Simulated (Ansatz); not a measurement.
Frontier orbitals of H5MgNOSi (`[NH2][Mg][O][SiH3]`).

```xyz
9

N    -1.2448   -0.9244   -2.5833
Mg   -0.4720   -0.3469   -0.9737
O     0.2674    0.2049    0.5651
Si    0.9370    0.6957    1.9443
H    -1.8214   -1.7421   -2.7102
H    -1.1606   -0.4748   -3.4822
H     2.2079    1.4411    1.7008
H     0.0261    1.6039    2.7029
H     1.2606   -0.4575    2.8363
```

Charge 0, multiplicity 1. Correlated methods include outer-core shells of Mg, which these sets cover unevenly. All single points use the PBE0-D4/def2-TZVP geometry. It is one conformer, not always the lowest. Basis def2-TZVPP, the Gaussian-basis code of Ansatz.

| functional | HOMO (eV) | LUMO (eV) |
| --- | --- | --- |
| CAM-B3LYP | -8.04 | -0.49 |

**Question.** Give HOMO and LUMO (eV) with LDA (SPW92), PBE, revPBE, BLYP, r2SCAN, B97M-V, PBE0, B3LYP, r2SCANh, r2SCAN0, HSE06 (plane-wave form), BHLYP, LC-ωPBE, ωB97X-V, ωB97M-V, HF. (Estimate.)

**Answer.** Computed: 
```json
{"functional": "LDA (SPW92)", "HOMO": "-5.43", "LUMO": "-2.11"}
{"functional": "PBE", "HOMO": "-5.23", "LUMO": "-1.94"}
{"functional": "revPBE", "HOMO": "-5.16", "LUMO": "-1.82"}
{"functional": "BLYP", "HOMO": "-5.12", "LUMO": "-1.93"}
{"functional": "r2SCAN", "HOMO": "-5.47", "LUMO": "-1.44"}
{"functional": "B97M-V", "HOMO": "-5.50", "LUMO": "-1.92"}
{"functional": "PBE0", "HOMO": "-6.57", "LUMO": "-1.20"}
{"functional": "B3LYP", "HOMO": "-6.35", "LUMO": "-1.50"}
{"functional": "r2SCANh", "HOMO": "-5.97", "LUMO": "-1.22"}
{"functional": "r2SCAN0", "HOMO": "-6.75", "LUMO": "-0.90"}
{"functional": "HSE06 (plane-wave form)", "HOMO": "-6.16", "LUMO": "-1.55"}
{"functional": "BHLYP", "HOMO": "-7.85", "LUMO": "-0.65"}
{"functional": "LC-ωPBE", "HOMO": "-9.46", "LUMO": "0.66"}
{"functional": "ωB97X-V", "HOMO": "-9.06", "LUMO": "0.46"}
{"functional": "ωB97M-V", "HOMO": "-8.99", "LUMO": "0.04"}
{"functional": "HF", "HOMO": "-9.88", "LUMO": "0.96"}
```

B3LYP here is the variant with VWN-RPA as its local correlation; programs differ in this. LC-ωPBE has ω = 0.4 bohr⁻¹. Positive LUMOs are unbound and depend on the basis.
